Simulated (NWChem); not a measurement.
Everything below was run with NWChem. System: Cl₂Si, charge 0, spin multiplicity 1, at a geometry optimised with PBE/def2-SVP. The structure started from a generated list of species. Level: TD-PBE/aug-cc-pVDZ.

Job file:

```
start mol
memory heap 200 mb stack 900 mb global 1100 mb
geometry units angstroms nocenter noautoz
  Si     0.000000     0.000000    -0.941655
  Cl    -1.640110     0.000000     0.387740
  Cl     1.640110     0.000000     0.387740
  symmetry group C2v
end
basis spherical
  * library aug-cc-pvdz
end
dft
  xc xpbe96 cpbe96
  semidirect memsize 60000000 filesize 0
  iterations 100
end
tddft
  rpa
  nroots 5
  notriplet
  thresh 1e-4
end
task tddft energy
```

NWChem printed:

```
             Northwest Computational Chemistry Package (NWChem) 7.3.0
             --------------------------------------------------------

                                NWChem Input Module
                                -------------------

 Scaling coordinates for geometry "geometry" by  1.889725989
 (inverse scale =  0.529177249)

 Turning off AUTOSYM since
 SYMMETRY directive was detected!

                             Geometry "geometry" -> ""
                             -------------------------

 Output coordinates in angstroms (scale by  1.889725989 to convert to a.u.)

  No.       Tag          Charge          X              Y              Z
 ---- ---------------- ---------- -------------- -------------- --------------
    1 Si                  14.0000     0.00000000     0.00000000    -0.94165500
    2 Cl                  17.0000    -1.64011000     0.00000000     0.38774000
    3 Cl                  17.0000     1.64011000     0.00000000     0.38774000

 Effective nuclear repulsion energy (a.u.)     165.9319146690

            Nuclear Dipole moment (a.u.)
            ----------------------------
        X                 Y               Z
 ---------------- ---------------- ----------------
     0.0000000000     0.0000000000    -0.0000188973

      Symmetry information
      --------------------

 Group name             C2v
 Group number             16
 Group order               4
 No. of unique centers     2

      Symmetry unique atoms

     1    2


 Summary of "ao basis" -> "" (spherical)
 ------------------------------------------------------------------------------
       Tag                 Description            Shells   Functions and Types
 ---------------- ------------------------------  ------  ---------------------
 *                        aug-cc-pvdz                 on all atoms

  pbe96 is a nonlocal functional; adding pw91lda local functional.

                                 NWChem DFT Module
                                 -----------------

 Summary of "ao basis" -> "ao basis" (spherical)
 ------------------------------------------------------------------------------
       Tag                 Description            Shells   Functions and Types
 ---------------- ------------------------------  ------  ---------------------
 Si                       aug-cc-pvdz               11       27   5s4p2d
 Cl                       aug-cc-pvdz               11       27   5s4p2d

 Summary of "ao basis" -> "ao basis" (spherical)
 ------------------------------------------------------------------------------
       Tag                 Description            Shells   Functions and Types
 ---------------- ------------------------------  ------  ---------------------
 Si                       aug-cc-pvdz               11       27   5s4p2d
 Cl                       aug-cc-pvdz               11       27   5s4p2d

      Symmetry analysis of basis
      --------------------------

        a1         32
        a2         10
        b1         25
        b2         14

            General Information
            -------------------
          SCF calculation type: DFT
          Wavefunction type:  closed shell.
          No. of atoms     :     3
          No. of electrons :    48
           Alpha electrons :    24
            Beta electrons :    24
          Charge           :     0
          Spin multiplicity:     1
          Use of symmetry is: off; symmetry adaption is: on
          Maximum number of iterations: 100
          AO basis - number of functions:    81
[...]
   11     68       4     0.12E-03   0.24E-07        8.3
   12     70       5     0.74E-04   0.38E-08        9.3
  ----  ------  ------  ---------  ---------  ---------
  Convergence criterion met

  Ground state a1      -1209.451429471798 a.u.

  ----------------------------------------------------------------------------
  Root   1 singlet b2             0.133053629 a.u.                3.6206 eV
  ----------------------------------------------------------------------------
     Transition Moments    X -0.00000   Y  0.47554   Z  0.00000
     Transition Moments   XX  0.00000  XY  0.00000  XZ -0.00000
     Transition Moments   YY -0.00000  YZ -2.49924  ZZ  0.00000
     Dipole Oscillator Strength                    0.0200589808
     Electric Quadrupole                           0.0000000783
     Magnetic Dipole                               0.0000025758
     Total Oscillator Strength                     0.0200616350

          sigma_e =   1.8331 Angstrom
          sigma_h =   2.0111 Angstrom
         |d_h->e| =   0.3782 Angstrom
            d_exc =   2.7474 Angstrom
            d_CD1 =   0.5562 Angstrom
            d_CD2 =  -1.5438 Angstrom
            d_CD3 =   3.1256 Angstrom
     Pearson C.C. =  -0.0000

     Occ.   18  a1  ---  Virt.   25  b2   0.09132 X
     Occ.   20  a1  ---  Virt.   25  b2  -0.13921 X
     Occ.   24  a1  ---  Virt.   25  b2  -0.98917 X
     Occ.   24  a1  ---  Virt.   25  b2   0.09415 Y
  ----------------------------------------------------------------------------
  Root   2 singlet a2             0.150347003 a.u.                4.0912 eV
  ----------------------------------------------------------------------------
     Transition Moments    X -0.00000   Y  0.00000   Z -0.00000
     Transition Moments   XX  0.00000  XY  0.20611  XZ -0.00000
     Transition Moments   YY -0.00000  YZ -0.00000  ZZ -0.00000
     Dipole Oscillator Strength                    0.0000000000
     Electric Quadrupole                           0.0000000008
     Magnetic Dipole                               0.0000002416
     Total Oscillator Strength                     0.0000002424

          sigma_e =   1.7789 Angstrom
          sigma_h =   1.9935 Angstrom
         |d_h->e| =   1.0938 Angstrom
            d_exc =   2.8895 Angstrom
            d_CD1 =   1.3084 Angstrom
            d_CD2 =  -0.7924 Angstrom
            d_CD3 =   3.9834 Angstrom
     Pearson C.C. =  -0.0020

     Occ.   23  b1  ---  Virt.   25  b2   0.99992 X
  ----------------------------------------------------------------------------
  Root   3 singlet b1             0.183126286 a.u.                4.9831 eV
  ----------------------------------------------------------------------------
     Transition Moments    X  0.49289   Y  0.00000   Z -0.00000
     Transition Moments   XX -0.00000  XY  0.00000  XZ  1.23423
     Transition Moments   YY  0.00000  YZ -0.00000  ZZ  0.00000
     Dipole Oscillator Strength                    0.0296590816
     Electric Quadrupole                           0.0000000498
     Magnetic Dipole                               0.0000000044
     Total Oscillator Strength                     0.0296591358

          sigma_e =   1.8466 Angstrom
          sigma_h =   1.9625 Angstrom
         |d_h->e| =   1.0911 Angstrom
            d_exc =   2.9233 Angstrom
            d_CD1 =   1.2070 Angstrom
            d_CD2 =  -0.8135 Angstrom
            d_CD3 =   4.0144 Angstrom
     Pearson C.C. =  -0.0129

     Occ.   19  b1  ---  Virt.   27  a1  -0.05157 X
     Occ.   20  a1  ---  Virt.   26  b1   0.05299 X
     Occ.   22  a2  ---  Virt.   25  b2  -0.95861 X
     Occ.   22  a2  ---  Virt.   25  b2   0.05004 Y
     Occ.   23  b1  ---  Virt.   27  a1   0.12724 X
     Occ.   24  a1  ---  Virt.   26  b1   0.23510 X
  ----------------------------------------------------------------------------
  Root   4 singlet b2             0.198404147 a.u.                5.3989 eV
  ----------------------------------------------------------------------------
     Transition Moments    X -0.00000   Y  0.27061   Z  0.00000
     Transition Moments   XX  0.00000  XY -0.00000  XZ -0.00000
     Transition Moments   YY -0.00000  YZ -1.20087  ZZ  0.00000
     Dipole Oscillator Strength                    0.0096862873
     Electric Quadrupole                           0.0000000600
     Magnetic Dipole                               0.0000004263
     Total Oscillator Strength                     0.0096867736

          sigma_e =   1.7936 Angstrom
          sigma_h =   1.9151 Angstrom
         |d_h->e| =   0.7687 Angstrom
            d_exc =   2.7588 Angstrom
            d_CD1 =   0.8901 Angstrom
            d_CD2 =  -1.0857 Angstrom
            d_CD3 =   3.5275 Angstrom
     Pearson C.C. =  -0.0197

     Occ.   18  a1  ---  Virt.   25  b2   0.07147 X
     Occ.   20  a1  ---  Virt.   25  b2   0.98752 X
     Occ.   24  a1  ---  Virt.   25  b2  -0.13295 X
  ----------------------------------------------------------------------------
  Root   5 singlet a1             0.211444017 a.u.                5.7537 eV
  ----------------------------------------------------------------------------
     Transition Moments    X  0.00000   Y -0.00000   Z  0.05106
     Transition Moments   XX  1.25225  XY  0.00000  XZ  0.00000
     Transition Moments   YY -0.92732  YZ  0.00000  ZZ  1.08829
     Dipole Oscillator Strength                    0.0003674966
     Electric Quadrupole                           0.0000000742
     Magnetic Dipole                               0.0000000000
     Total Oscillator Strength                     0.0003675708

          sigma_e =   1.9607 Angstrom
          sigma_h =   1.9090 Angstrom
         |d_h->e| =   0.8060 Angstrom
            d_exc =   2.9046 Angstrom
            d_CD1 =   0.8577 Angstrom
            d_CD2 =  -1.1288 Angstrom
            d_CD3 =   3.7106 Angstrom
     Pearson C.C. =  -0.0398

     Occ.   18  a1  ---  Virt.   27  a1  -0.05073 X
     Occ.   19  b1  ---  Virt.   26  b1  -0.07258 X
     Occ.   20  a1  ---  Virt.   27  a1  -0.06575 X
     Occ.   21  b2  ---  Virt.   25  b2   0.90933 X
     Occ.   23  b1  ---  Virt.   26  b1  -0.08769 X
     Occ.   24  a1  ---  Virt.   27  a1   0.38321 X

              Target root =      1
          Target symmetry = none
      Ground state energy =  -1209.451429471798
        Excitation energy =      0.133053628718
     Excited state energy =  -1209.318375843080

  stored tddft:energy   -1209.3183758430798

 Task  times  cpu:      137.0s     wall:      137.0s

 Total times  cpu:      137.1s     wall:      137.1s
```
